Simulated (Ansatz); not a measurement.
Reaction (redistribution): `[Cl][GeH]([Cl])[Cl]` + `O[Si]F` → `[OH][GeH]([Cl])[Cl]` + `F[Si]Cl`

Calculated with Ansatz (gas phase, PBE0-D4/def2-TZVP geometries, no zero-point term in ΔE). CBS: MP2 limit from def2 TZ/QZ plus the TZ coupled-cluster correction, frozen cores. This one scheme is used for every species. DFT in def2-TZVPP. B3LYP here is the variant with VWN-RPA as its local correlation; programs differ in this. HSE06 is defined as in plane-wave codes. For Ge outer-core shells are correlated without core-valence functions, which leaves a few kJ/mol of doubt a bond. Scalar relativity is left out up to krypton. Each species was taken in one conformer, which may not be the lowest.

Is it downhill or uphill in electronic energy at CCSD(T)/CBS, and by how much? (An estimate is asked.)

Computed: Uphill: ΔE = +45.1 kJ/mol.

What do these levels give: revPBE-D4, r2SCANh-D4, HSE06-D4, BHLYP-D4, r2SCAN, B3LYP, BHLYP, LC-ωPBE, RPA@PBE/def2-TZVPP, MP2/def2-SVP, CCSD/def2-SVP, HF/CBS(def2)? (An estimate is asked.)

Ansatz gave: revPBE-D4 39.7, r2SCANh-D4 44.2, HSE06-D4 44.4, BHLYP-D4 49.7, r2SCAN 42.8, B3LYP 44.7, BHLYP 48.3, LC-ωPBE 46.6, RPA@PBE/def2-TZVPP 43.8, MP2/def2-SVP 41.6, CCSD/def2-SVP 41.4, HF/CBS(def2) 49.1 kJ/mol.

Largest T1 diagnostic among the species: 0.015.

From BLYP to BHLYP (50 % exact exchange), in def2-TZVPP and without D4, ΔE moves by +6.8 kJ/mol. Leaving LDA and LC-ωPBE aside and taking each functional with its dispersion term where it has one, the values spread over 10.0 kJ/mol, from revPBE-D4 to BHLYP-D4. LDA lies +4.1 kJ/mol from PBE without D4. At CCSD(T), def2-SVP lies −4.8 kJ/mol from the extrapolated value and def2-TZVPP −0.0 kJ/mol.
